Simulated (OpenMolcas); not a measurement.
# Fe3+ in linear coordination: ligands and hosts compared

```yaml
Program: OpenMolcas 26.06
Method: CASSCF
Active_space: 5 electrons in 5 orbitals (3d)
Spin-orbit_coupling: RASSI with atomic mean-field integrals over the reference wave functions
```

Distances were set from a Shannon-type radius of the metal (high-spin where two are listed) plus a fixed donor radius (I 2.13, S 1.78, OH 1.33 Å). Anionic complexes are neutralised by point charges, and hosts are embedded clusters. Ligand basis ANO-RCC-VDZP. States (labels of the rotation group of each site). Energies in cm-1 above the lowest state or level, χT in cm3 K/mol.

```
Ligand or host  R (Å)   Metal basis  Outer charge (e at Å behind ligand)  Ground state  First gap with spin-orbit (degeneracies)  χT at 300 K  First state of another spin
             I   2.51  ANO-RCC-VTZP                                                 6Σ                                5.7 (2, 2)        4.385                     4Δ 31066
             S   2.17  ANO-RCC-VTZP                           0.5 at 2.8            6Σ                                0.6 (2, 2)        4.385                     4Φ 28449
            OH   1.72  ANO-RCC-VDZP                                           2S+1 = 6                                0.5 (2, 2)        4.385              2S+1 = 4: 23702
```

The rows also differ in their metal basis and outer charges, so part of each step comes from that.

Without dynamic correlation the repulsion within the d shell is too large (B by tens of per cent), so at a given field states of lower spin stand too high. Ligand-to-metal charge-transfer states are missing. With no ligand orbital active B as a rule stays too high, so bands that hang on it stand too high and its fall with covalency is understated. CASSCF with metal d orbitals alone favours high spin, so a ground state of lower spin is not ruled out (holds for S). The sulfide ions are held by bare point charges, a crude embedding (holds for S). The least metal-like active orbital is 81 % on the metal (Löwdin) and no ligand orbital is active, so the numbers are rough (holds for OH). No measured value stands beside these numbers; the geometry is a model, was not optimised and need not be the one that this ion takes.

A state without a sure symmetry label is named by its multiplicity alone.
